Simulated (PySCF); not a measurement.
H₄SSn, SMILES [SnH3][SH]. Atoms are numbered in the order given.

```xyz
6

Sn     0.0008     0.5691     0.0000
S     -0.0807    -1.8586     0.0000
H      0.8139     1.1144    -1.4024
H     -1.6344     1.0539     0.0000
H      0.8139     1.1144     1.4024
H      1.2556    -2.0025     0.0000
```

Geometry: B3LYP-D3(BJ)/def2-TZVP. The def2 effective core potentials stand for the cores of Sn; spin–orbit coupling is left out.

All values below come from r2SCAN/def2-TZVPD (PySCF).

Symmetry labels are those of the subgroup Cs that the program uses (full group Cs).

Computed valence orbital energies around the gap with their symmetry:
| orbital | symmetry | energy (eV) |
|---|---|---|
| HOMO−7 | A" | -26.61 |
| HOMO−6 | A' | -18.52 |
| HOMO−5 | A' | -13.39 |
| HOMO−4 | A' | -10.30 |
| HOMO−3 | A" | -8.67 |
| HOMO−2 | A' | -8.54 |
| HOMO−1 | A' | -7.93 |
| HOMO | A" | -6.33 |
| LUMO | A' | -1.28 |
| LUMO+1 | A' | -0.58 |
| LUMO+2 | A' | 0.22 |
| LUMO+3 | A' | 0.28 |
